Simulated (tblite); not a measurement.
A tight-binding relaxation on `COc1cccc([S])c1` [radical].

Computed with GFN2-xTB geometry optimisation, gas phase (tblite 0.8.0). Start geometry: from a force field or distance geometry. The input is one job of a driver script: a line of settings, then coordinates in Å.

Command:
```bash
OMP_NUM_THREADS=1 python probes_run.py task.json out
```

Input:
```
{"job": {"kind": "relax", "xc": "GFN2-xTB", "basis": "xTB"}, "charge": 0, "multiplicity": 2}
C      2.632600     0.337300     0.765400
O      1.692800    -0.734200     0.747300
C      0.418300    -0.420100     0.416700
C     -0.483400    -1.486300     0.403000
C     -1.826600    -1.303600     0.087000
C     -2.290100    -0.028500    -0.256000
C     -1.399200     1.049600    -0.256100
S     -1.985600     2.698600    -0.678000
C     -0.051500     0.855500     0.080200
H      2.726800     0.779200    -0.226400
H      3.596800    -0.064100     1.053500
H      2.342300     1.092700     1.510300
H     -0.132900    -2.484700     0.680200
H     -2.510500    -2.139900     0.076300
H     -3.332300     0.133200    -0.510000
H      0.594800     1.724200     0.079200
```

Output:
```
step      E/eV     max force
  0    -702.56981    1.584
  1    -702.62812    1.118
  2    -702.66021    0.463
  3    -702.66975    0.395
  4    -702.67537    0.184
  5    -702.67738    0.160
  6    -702.67935    0.110
  7    -702.68034    0.090
  8    -702.68091    0.054
  9    -702.68117    0.053
... (5 lines left out)
 15    -702.68184    0.020
 16    -702.68191    0.021
 17    -702.68199    0.023
 18    -702.68208    0.029
 19    -702.68217    0.026
 20    -702.68223    0.017
 21    -702.68227    0.013
 22    -702.68229    0.013
 23    -702.68231    0.010
 24    -702.68233    0.009
```

«max force» is the largest atomic force in eV/Å.

Q: From which step on does the largest force stay under 0.1 eV/Å, and how much energy is left to gain from there?

A: From step 7 (0.090 eV/Å), 2.0 meV above the end.

In short: energy lowered by 2.6 kcal/mol over 24 steps; largest atomic force 0.009 eV/Å at the end.

Q: Give the final coordinates.

A: 0.033 Å rms from the input after alignment:
```
atom  x, y, z in Å
C1     2.6307    0.3387    0.7689
O2     1.6784   -0.6993    0.7470
C3     0.3995   -0.4013    0.4101
C4    -0.4953   -1.4818    0.4072
C5    -1.8243   -1.2895    0.0788
C6    -2.2916   -0.0335   -0.2519
C7    -1.4058    1.0505   -0.2520
S8    -1.9705    2.6237   -0.6607
C9    -0.0593    0.8626    0.0801
H10    2.7442    0.7986   -0.2177
H11    3.5699   -0.1294    1.0591
H12    2.3673    1.1083    1.5010
H13   -0.1167   -2.4574    0.6656
H14   -2.5015   -2.1300    0.0811
H15   -3.3259    0.1279   -0.5116
H16    0.5933    1.7207    0.0677
```

Time: 0.19 s. Hardware: one thread, Arm Neoverse V1 (aarch64), no GPU, on a shared host.
Labels such as C1 count atoms from 1, the log's own numbers from 0.
